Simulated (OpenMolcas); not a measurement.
# Nb3+: effect of the metal basis

Nb3+ with 6 ligands (water) in octahedral coordination (Th) at 2.08 Å.

```yaml
Program: OpenMolcas
Method: "SS-CASPT2, IPEA 0.25 Eh, imaginary shift 0.1 Eh (closed shells correlated: 4s 4p and the ligand valence shells)"
Spin-orbit_coupling: RASSI with atomic mean-field integrals over the reference wave functions
```

Fixed: ligand basis ANO-RCC-VDZP, active space 2 electrons in 5 orbitals (4d), DKH2 Hamiltonian.

States (labels of O, taken over from Oh, the nearest higher group). Energies in cm-1 above the lowest state or level, χT in cm3 K/mol; under a threefold ground state the first gap can be a small split of the lowest multiplet, not the spin-orbit step; 10Dq and B are least-squares fits to the states below 45000 cm-1, weighted by degeneracy, with a free offset, and given where the rms deviation is under 5 % of |10Dq| (or 100 cm-1) and under 700 cm-1.

| Run | Metal basis | Ground state | First state of that spin | 10Dq | B (rms of fit) | First gap with spin-orbit (degeneracies) | χT at 300 K | First state of another spin | Cost |
| --- | --- | --- | --- | --- | --- | --- | --- | --- | --- |
| A | ANO-RCC-VDZP | 3T1 | 3T2 28780 | 29703 | 513 (148) | 18 (2, 3) | 0.480 | 1T2 7280 | roughly 2 core-minutes |
| B | ANO-RCC-VTZP | 3T1 | 3T2 28700 | 29765 | 507 (136) | 18 (2, 3) | 0.483 | 1T2 6780 | roughly 4 core-minutes |

Against A, |10Dq| changes by +0.2 % in B.

Costs are those of the CASPT2 steps.

Roots that are degenerate in the reference are averaged as groups; the widest CASPT2 spread within a group is 680 cm-1 (the 3-fold group of multiplicity 3 near 35100 cm-1 above the lowest state of its run, A). Shifts and gaps below about the spread of the groups concerned are not significant. Over all roots computed the reference weight is 0.70 to 0.71 in A, 0.70 in B; a low but even weight reflects the number of correlated electrons. An orbital triplet at a regular site is open to Jahn-Teller coupling, which can distort the site and quench the lowest spin-orbit gaps and is left out. The least metal-like active orbital is 79 % on the metal (Löwdin) and no ligand orbital is active, so the numbers are rough. Ligand-to-metal charge-transfer states are missing. With no ligand orbital active B as a rule stays too high, so bands that hang on it stand too high and its fall with covalency is understated. With one d shell and no ligand orbital active, 10Dq can be off by a tenth or more. No measured value stands beside these numbers; the geometry is a model, was not optimised and need not be the one that this ion takes.
